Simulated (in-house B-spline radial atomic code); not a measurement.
# Ionising In³⁺ with different functionals

Computed with an all-electron radial atomic-structure program (B-spline basis): four-component Dirac-Coulomb Hamiltonian, Fermi nucleus of rms radius 4.6156 fm, spin-restricted, spherical fractional occupations for the functionals. The ionisation energy is the difference of two self-consistent energies, [Kr] 4d10 → [Kr] 4d9, without Breit or QED terms; ε is the level of the shell that loses the electron (mean over j). The electron is taken from both j subshells in proportion to 2j + 1, so the result is a j average, not the step between ground levels.

Hybrids are left out here: with spherical fractional occupations of an open shell their exact exchange keeps a self-interaction that integer-occupation calculations don't have.

```tsv
method	rung	ΔSCF (eV)	-ε(4d) (eV)
LDA VWN5	LDA	56.62	48.13
relativistic LDA	LDA	56.63	48.14
LDA PW92	LDA	56.61	48.12
LDA exchange-only	LDA	54.85	46.40
PBE	GGA	56.38	47.88
PBEsol	GGA	56.36	47.86
BLYP	GGA	56.24	47.75
RPBE	GGA	56.31	47.80
PW91	GGA	56.47	47.97
BP86	GGA	56.45	47.95
AM05	GGA	56.36	47.86
OLYP	GGA	56.61	48.06
```

(1) How do they compare with the NIST value?

## Answers

(1) NIST lists 55.45 eV ± 0.04 (measured, ground level to ground level). Errors run from -0.60 to +1.18 eV. The correlated functionals all miss on the same side by more than they spread, so the cause is common to them (Breit-QED terms, spin polarisation, the choice among j levels, multiplet and fine-structure energies, or a listed next ion that isn't the cheapest removal here) and closeness doesn't rank the functionals.
